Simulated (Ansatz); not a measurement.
Reaction (atomization): `CN[SiH2][AlH2]` → Al• + C• + 8 H• + N• + Si•

Calculated with Ansatz (gas phase, PBE0-D4/def2-TZVP geometries, no zero-point term in ΔE). CCSD(T)/CBS is the MP2 limit (def2-TZVPP, def2-QZVPP) plus CCSD(T) − MP2 in def2-TZVPP, frozen cores. This one scheme is used for every species, atoms too. No spin–orbit coupling; open shells (•) take unrestricted orbitals. Spin–orbit coupling would lower the free atoms: a little for Al, C, Si. One conformer a species, not always the lowest.

```csv
species,CCSD/CBS(def2) energy (Eh)
`CN[SiH2][AlH2]`,-628.62081
Al•,-241.93706
C•,-37.78991
H•,-0.50000
N•,-54.53031
Si•,-288.94153
```

Q: Work out ΔE.

A: ΔE = 8 × (-0.50000) + (-241.93706) + (-37.78991) + (-54.53031) + (-288.94153) − (-628.62081) = 1.42200 Eh = +38.69 eV. CCSD(T)/CBS gives +39.11 eV.

Largest T1 diagnostic among the species: 0.018.

In def2-TZVPP, CCSD(T) changes the Hartree–Fock value by +9.41 eV (the triples alone add +0.42 eV) and MP2 by +9.35 eV; breaking electron pairs costs correlation energy, which Hartree–Fock lacks. The D4 term adds +0.38 eV with B3LYP and +0.20 eV with PBE0; it sums over pairs of atoms, weighted by their polarisabilities, and B3LYP, whose exchange is more repulsive, gets the larger term. From PBE to PBE0 (25 % exact exchange), in def2-TZVPP and without D4, ΔE moves by −0.33 eV: exact exchange takes away binding that semilocal exchange gives to molecules.

B3LYP here is the variant with VWN-RPA as its local correlation; programs differ in this.

For atomizations the MP2-based limit and the directly extrapolated one differ by several kJ/mol either way, and by 10 to 25 for some Ge, Se and Sn compounds, so smaller differences from it don't rank the levels.
